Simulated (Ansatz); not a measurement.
Si6Cl6⁺, that is Si6Cl6 prismane with one electron fewer, relaxed as a doublet with UKS PBE0-D4/def2-SVP in Ansatz, starting from the PBE0-D4/def2-SVP geometry of the neutral singlet. Force threshold 0.03 eV/Å.

The relaxation made no stability test and no search for a lower SCF solution.

Start:

```
atom   x (Å)   y (Å)   z (Å)
 Si1   0.431  -1.480   0.968
 Cl2   0.863  -3.174   2.069
 Si3   1.270   0.761   1.060
 Cl4   2.676   1.672   2.270
 Si5   1.460  -0.507  -0.964
 Cl6   3.085  -1.071  -2.107
 Si7  -0.647   0.311  -1.673
 Cl8  -1.331   0.645  -3.593
 Si9  -1.676  -0.662   0.259
Cl10  -3.555  -1.460   0.581
Si11  -0.837   1.579   0.350
Cl12  -1.739   3.387   0.780
```

```tsv
step	energy (eV)	largest force component (eV/Å)	SCF passes
1	-122318.5565	1.210	92
2	-122318.7848	0.309	34
3	-122318.8245	0.071	26
4	-122318.8330	0.078	30
5	-122318.8368	0.092	31
6	-122318.8384	0.697	31
7	-122318.8690	0.429	30
8	-122318.9415	0.569	32
9 (rejected)	-122318.9112	1.098	26
10	-122319.0065	0.353	27
11	-122319.0300	0.240	26
12	-122319.0388	0.086	23
13	-122319.0455	0.087	23
14	-122319.0624	0.503	27
15	-122319.0878	0.752	27
16	-122319.1195	0.852	28
17	-122319.1721	0.679	28
18	-122319.2049	0.283	27
19	-122319.2060	0.249	25
20	-122319.2193	0.051	24
21	-122319.2199	0.020	24
```

Force components are those of the run's own axes.

End:

```xyz
12

Si    0.309   -1.770    0.603
Cl    1.062   -2.336    2.407
Si    1.424    1.064    0.704
Cl    2.522    1.031    2.409
Si    1.442   -0.506   -1.015
Cl    3.066   -1.126   -2.061
Si   -0.683    0.314   -1.649
Cl   -1.226    0.706   -3.557
Si   -1.722   -0.706    0.192
Cl   -3.575   -1.401    0.624
Si   -0.834    1.518    0.379
Cl   -1.784    3.212    0.963
```

Bonds lost: Si1–Si3 (atoms count from 1).

No frequencies were taken in this run, so the end may be a saddle point.

It took 7.2 min on 4 threads of Arm Neoverse V2 on a shared host, peak host memory 3.1 GiB.
